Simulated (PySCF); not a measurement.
C4H6F2, SMILES [C@@H]1(F)[C@H](CC1)F. Atoms are numbered in the order given.

```xyz
12

F     -1.6497     0.1554    -1.0318
C     -0.6770    -0.3448    -0.2213
C     -0.7689    -0.0573     1.2793
C      0.7689     0.0573     1.2793
C      0.6770     0.3448    -0.2213
F      1.6497    -0.1554    -1.0318
H     -0.5519    -1.4217    -0.4290
H     -1.2434    -0.8093     1.9231
H     -1.2510     0.9178     1.4442
H      1.2510    -0.9178     1.4442
H      1.2434     0.8093     1.9231
H      0.5519     1.4217    -0.4290
```
Charge 0, spin multiplicity 1.

Geometry: PBE0-D3(BJ)/def2-SVP. The structure was generated by enumeration; whether it is a known compound was not checked.

Calculation: PBE/def2-TZVP in PySCF.

Symmetry labels are those of the subgroup C2 that the program uses (full group C2).

Computed valence orbital energies around the gap with their symmetry:
```tsv
orbital	symmetry	energy (eV)
HOMO−7	B	-10.73
HOMO−6	B	-10.37
HOMO−5	A	-9.65
HOMO−4	B	-9.31
HOMO−3	A	-8.87
HOMO−2	A	-7.86
HOMO−1	B	-7.58
HOMO	A	-7.19
LUMO	B	0.22
LUMO+1	A	0.41
LUMO+2	B	1.23
LUMO+3	A	1.52
```
